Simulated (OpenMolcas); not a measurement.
# 3d ions of charge +4 along the row

| Property | Result |
| --- | --- |
| Program | OpenMolcas 26.06 |
| Method | CASSCF |
| Basis | ANO-RCC-VTZP |
| Scalar Hamiltonian | DKH2, point nucleus |
| Spin-orbit coupling | state interaction with AMFI integrals over the reference wave functions, term energies averaged over their components |

Active space: the 3d shell.

B and C come from two terms' centres of gravity (d2, d8: 3P = 15B, 1G = 12B + 2C; d3, d7: 4P = 15B, 2G = 4B + 3C; d4, d6: 3G = 9B + 4C, 3H = 4B + 4C; d5: 4D = 17B + 5C, 4G = 10B + 5C, above the ground term), where all their levels are at least 80 % pure. ζ = ±2S·A comes from the whole width of the ground multiplet by E(J) = (A/2) J(J+1), where its levels are at least 85 % pure. Energies in cm-1.

| Ion | Configuration | Lowest level | Weight (%) | B | B measured | C | C measured | ζ | ζ measured |
| --- | --- | --- | --- | --- | --- | --- | --- | --- | --- |
| Cr4+ | 3d² | ³F₂ | 100 | 1265 | 1013 | 4757 | 4600 | 330 | 326 |
| Mn4+ | 3d³ | ⁴F_3/2 | 100 | 1330 | 1065 | 5012 | 4365 | 430 | 403 |
| Fe4+ | 3d⁴ | ⁵D₀ | 100 | 1441 | 982 | 5237 | 5137 | 562 | 513 |
| Co4+ | 3d⁵ | ⁶S_5/2 | 100 | 1505 |  | 5530 |  |  |  |
| Ni4+ | 3d⁶ | ⁵D₄ | 100 | 1604 | 1271 | 5663 | 5383 | 803 | 823 |
| Cu4+ | 3d⁷ | ⁴F_9/2 | 100 | 1583 | 1302 | 5976 | 5496 | 978 | 1008 |

Measured columns use the levels in Sugar and Corliss, J. Phys. Chem. Ref. Data 6, 317 (1977) (Cr4+); Corliss and Sugar, J. Phys. Chem. Ref. Data 6, 1253 (1977) (Mn4+); Corliss and Sugar, J. Phys. Chem. Ref. Data 11, 135 (1982) (Fe4+); Corliss and Sugar, J. Phys. Chem. Ref. Data 10, 197 (1981) (Ni4+); Sugar and Musgrove, J. Phys. Chem. Ref. Data 19, 527 (1990) (Cu4+).

The computed B goes from 1265 (Cr4+) to 1583 cm-1 (Cu4+), a factor of 1.25, though not at every step. It departs from the measured column by +22 to +47 %. The Trees term is left out, which lowers the B read from the levels of every ion, most for d4 to d6. The pair of terms that fixes B changes along the row, so steps between ions also reflect that choice.

The computed ζ goes from 330 (Cr4+) to 978 cm-1 (Cu4+), a factor of 2.96, rising at every step. It departs from the measured column by -3 to +10 %.

Without dynamic correlation excited terms often stand tens of per cent too high (terms of higher spin than the ground term too low), and those without a measured partner can miss by more than the paired ones. Terms from blocks run as CI alone lack orbitals of their own. Some levels mix across a computed gap that differs much from the measured one, so their mixing is not that of the real levels (holds for Mn4+; Co4+). Measured partners are found by configuration, term and J. A level has none where our copy of the source lacks it or the pairing is in doubt (some pairs that miss far off the trend of their configuration count as doubtful), and it then counts in no deviation. Only configurations of the active space appear.
